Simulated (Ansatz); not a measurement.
Total energies of CH7GeNSi (`[NH2][GeH]1[CH2][SiH2]1`).

```csv
atom,x (Å),y (Å),z (Å)
N1,-1.355,-1.455,0.596
Ge2,-0.850,0.166,-0.115
C3,0.888,0.778,0.654
Si4,1.201,0.286,-1.140
H5,-1.819,-2.057,-0.069
H6,-1.939,-1.375,1.418
H7,-1.929,1.259,-0.210
H8,1.296,0.119,1.418
H9,0.982,1.827,0.922
H10,1.512,1.381,-2.090
H11,2.013,-0.929,-1.385
```

Total charge 0; spin multiplicity 1. Correlated methods include outer-core shells of Ge, which these sets cover unevenly. Scalar relativity is left out up to krypton. Geometry: relaxed with PBE0-D4/def2-TZVP. It is one conformer, not always the lowest. Basis def2-TZVPP, the Gaussian-basis code of Ansatz.

RPA on PBE orbitals: Hartree–Fock energy of these orbitals -2460.64151 Eh, correlation -1.27493 Eh (frozen core).

| functional | energy without D4 (Eh) | D4 term (kJ/mol) |
| --- | --- | --- |
| LDA (SPW92) | -2458.41528 | – |
| PBE | -2462.99280 | -23.2 |
| revPBE | -2463.33534 | -64.5 |
| BLYP | -2463.58639 | -50.2 |
| r2SCAN | -2463.49450 | -5.5 |
| B3LYP | -2463.65609 | -37.7 |
| r2SCANh | -2463.48034 | -6.0 |
| r2SCAN0 | -2463.46051 | -6.6 |
| HSE06 (plane-wave form) | -2463.07573 | -18.5 |
| BHLYP | -2463.50052 | -31.0 |
| CAM-B3LYP | -2463.65803 | -20.2 |
| LC-ωPBE | -2463.16280 | – |
| ωB97M-V | -2463.39375 | – |
| PBE-QIDH | -2462.66172 | – |

(1) Give the same for B97M-V, PBE0, ωB97X-V, B2PLYP. (Best estimate.)

B3LYP takes the VWN-RPA correlation (the form of Gaussian; ORCA's B3LYP/G). HSE06 is the plane-wave form, built on full-range PBE exchange. The double hybrids freeze the cores in their second-order part.

Results:

(1) The calculation gave: 
```csv
functional,energy without D4 (Eh),D4 term (kJ/mol)
B97M-V,-2463.11723,–
PBE0,-2463.08744,-19.7
ωB97X-V,-2463.32003,–
B2PLYP,-2463.00947,–
```

LC-ωPBE has ω = 0.4 bohr⁻¹.
